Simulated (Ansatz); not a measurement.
Consider the hydrogenolysis of the Si–O bond: `O[SiH](F)[SiH2]Cl` + H₂ → `F[SiH2][SiH2]Cl` + H₂O.

Isolated molecules relaxed with PBE0-D4/def2-TZVP in Ansatz; ΔE leaves out vibrations. CCSD(T)/CBS is the MP2 limit (def2-TZVPP, def2-QZVPP) plus CCSD(T) − MP2 in def2-TZVPP, frozen cores. This one scheme is used for every species. Functionals use def2-TZVPP. B3LYP here is the variant with VWN-RPA as its local correlation; programs differ in this. One conformer a species, not always the lowest.

`O[SiH](F)[SiH2]Cl`:

Cartesian coordinates in Å:
```
O -1.262 0.228 1.517
Si -0.225 -0.777 0.758
F 1.078 -1.042 1.647
Si 0.493 0.260 -1.226
Cl 0.530 2.281 -0.756
H -1.076 1.170 1.473
H -0.923 -2.072 0.607
H 1.852 -0.130 -1.674
H -0.465 0.080 -2.346
```

H₂:

Z-matrix (Å, degrees):
```
H
H 1 0.746
```

`F[SiH2][SiH2]Cl`:

```xyz
8

F    -2.071   -1.007   -0.464
Si   -1.104   -0.090    0.430
Si    1.034    0.001   -0.528
Cl    2.131    1.211    0.736
H    -1.690    1.272    0.504
H    -1.031   -0.678    1.791
H     1.036    0.617   -1.879
H     1.695   -1.326   -0.592
```

H₂O:

Cartesian coordinates in Å:
```
O -0.252 -0.297 0.005
H -0.126 0.373 0.680
H 0.378 -0.077 -0.685
```

```json
{"level": "PBE-D4", "ΔE (kJ/mol)": "88.9", "difference from CCSD(T)/CBS": "-0.8"}
{"level": "r2SCAN-D4", "ΔE (kJ/mol)": "98.0", "difference from CCSD(T)/CBS": "8.3"}
{"level": "PBE0-D4", "ΔE (kJ/mol)": "86.5", "difference from CCSD(T)/CBS": "-3.2"}
{"level": "B3LYP-D4", "ΔE (kJ/mol)": "93.4", "difference from CCSD(T)/CBS": "3.7"}
{"level": "ωB97X-V", "ΔE (kJ/mol)": "91.0", "difference from CCSD(T)/CBS": "1.3"}
{"level": "ωB97M-V", "ΔE (kJ/mol)": "93.8", "difference from CCSD(T)/CBS": "4.1"}
{"level": "B2PLYP", "ΔE (kJ/mol)": "90.8", "difference from CCSD(T)/CBS": "1.1"}
{"level": "PBE", "ΔE (kJ/mol)": "84.4", "difference from CCSD(T)/CBS": "-5.3"}
{"level": "r2SCAN", "ΔE (kJ/mol)": "96.9", "difference from CCSD(T)/CBS": "7.2"}
{"level": "PBE0", "ΔE (kJ/mol)": "82.6", "difference from CCSD(T)/CBS": "-7.1"}
{"level": "B3LYP", "ΔE (kJ/mol)": "86.2", "difference from CCSD(T)/CBS": "-3.5"}
{"level": "HF/def2-TZVPP", "ΔE (kJ/mol)": "80.6", "difference from CCSD(T)/CBS": "-9.1"}
{"level": "MP2/def2-TZVPP", "ΔE (kJ/mol)": "95.4", "difference from CCSD(T)/CBS": "5.7"}
{"level": "SCS-MP2/def2-TZVPP", "ΔE (kJ/mol)": "91.6", "difference from CCSD(T)/CBS": "1.9"}
{"level": "CCSD/def2-TZVPP", "ΔE (kJ/mol)": "86.2", "difference from CCSD(T)/CBS": "-3.5"}
{"level": "CCSD(T)/def2-TZVPP", "ΔE (kJ/mol)": "89.4", "difference from CCSD(T)/CBS": "-0.3"}
{"level": "HF/def2-QZVPP", "ΔE (kJ/mol)": "80.9", "difference from CCSD(T)/CBS": "-8.8"}
{"level": "MP2/def2-QZVPP", "ΔE (kJ/mol)": "95.6", "difference from CCSD(T)/CBS": "5.9"}
{"level": "SCS-MP2/def2-QZVPP", "ΔE (kJ/mol)": "91.8", "difference from CCSD(T)/CBS": "2.1"}
{"level": "HF/CBS(def2)", "ΔE (kJ/mol)": "80.9", "difference from CCSD(T)/CBS": "-8.8"}
{"level": "MP2/CBS(def2)", "ΔE (kJ/mol)": "95.6", "difference from CCSD(T)/CBS": "5.9"}
{"level": "CCSD/CBS(def2)", "ΔE (kJ/mol)": "86.5", "difference from CCSD(T)/CBS": "-3.2"}
{"level": "CCSD(T)/CBS", "ΔE (kJ/mol)": "89.7", "difference from CCSD(T)/CBS": "0"}
```

Largest T1 diagnostic among the species: 0.012.

In def2-TZVPP, CCSD(T) changes the Hartree–Fock value by +8.8 kJ/mol (the triples alone add +3.2 kJ/mol) and MP2 by +14.7 kJ/mol. The D4 term adds +7.3 kJ/mol with B3LYP and +3.9 kJ/mol with PBE0; it sums over pairs of atoms, weighted by their polarisabilities, and B3LYP, whose exchange is more repulsive, gets the larger term.
